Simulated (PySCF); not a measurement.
## C20H16B2N2: Orbital levels and atomic charges

System: C20H16B2N2 (BN-doped PAH), SMILES B1C=C2C(=CN1)B1C=CC=CN1c1c2ccc2c1\C=C/C=C\C=C/2.

Cartesian coordinates (Å):
```
  1 B    -4.589    2.006    0.316
  2 C    -3.115    2.079    0.623
  3 C    -2.249    1.141    0.113
  4 C    -2.754    0.011   -0.614
  5 C    -4.092   -0.034   -0.907
  6 N    -4.964    0.915   -0.509
  7 B    -1.831   -1.217   -0.779
  8 C    -2.240   -2.606   -1.240
  9 C    -1.416   -3.659   -0.993
 10 C    -0.221   -3.468   -0.263
 11 C     0.190   -2.224    0.095
 12 N    -0.508   -1.104   -0.229
 13 C     0.060    0.161   -0.023
 14 C    -0.792    1.258    0.214
 15 C    -0.212    2.511    0.423
 16 C     1.150    2.685    0.390
 17 C     1.996    1.617    0.101
 18 C     1.452    0.354   -0.130
 19 C     2.323   -0.703   -0.689
 20 C     3.381   -1.249   -0.103
 21 C     3.855   -0.934    1.247
 22 C     4.313    0.260    1.607
 23 C     4.419    1.394    0.692
 24 C     3.428    1.935   -0.009
 25 H    -5.410    2.762    0.674
 26 H    -2.706    2.872    1.234
 27 H    -4.493   -0.868   -1.470
 28 H    -5.922    0.780   -0.802
 29 H    -3.170   -2.807   -1.758
 30 H    -1.666   -4.666   -1.307
 31 H     0.371   -4.321    0.030
 32 H     1.075   -2.093    0.697
 33 H    -0.847    3.370    0.570
 34 H     1.577    3.664    0.550
 35 H     2.022   -1.047   -1.673
 36 H     3.923   -2.042   -0.607
 37 H     3.884   -1.765    1.942
 38 H     4.719    0.417    2.600
 39 H     5.414    1.822    0.618
 40 H     3.643    2.797   -0.630
```

Method: PBE0/6-31G*, gas phase, PySCF, fitting set def2-universal-JFIT up to Ne and JKFIT beyond, grid level 1.

**Question.** Give the orbital energies near the gap.

**Answer.** 
```
orbital     eV
 HOMO-4  -7.16
 HOMO-3  -6.64
 HOMO-2  -6.46
 HOMO-1  -6.17
   HOMO  -5.54
   LUMO  -1.14
 LUMO+1  -0.76
 LUMO+2  -0.45
 LUMO+3  -0.06
```

**Question.** Give the partial charges of the non-hydrogen atoms.

**Answer.** 
```
atom  Mulliken    IAO  Hirshfeld
  B1      0.14   0.05       0.06
  C2     -0.30  -0.30      -0.14
  C3      0.04   0.05       0.02
  C4     -0.03  -0.18      -0.10
  C5     -0.04   0.01       0.03
  N6     -0.54  -0.28      -0.10
  B7      0.32   0.17       0.09
  C8     -0.30  -0.29      -0.13
  C9     -0.14  -0.10      -0.03
 C10     -0.24  -0.21      -0.08
 C11      0.02  -0.03       0.02
 N12     -0.49  -0.14      -0.05
 C13      0.18   0.10       0.05
 C14      0.05  -0.02      -0.01
 C15     -0.22  -0.13      -0.04
 C16     -0.21  -0.15      -0.05
 C17      0.07   0.01       0.01
 C18      0.03  -0.03      -0.01
 C19     -0.22  -0.14      -0.04
 C20     -0.17  -0.15      -0.04
 C21     -0.17  -0.15      -0.04
 C22     -0.17  -0.15      -0.04
 C23     -0.16  -0.14      -0.04
 C24     -0.22  -0.15      -0.04
```
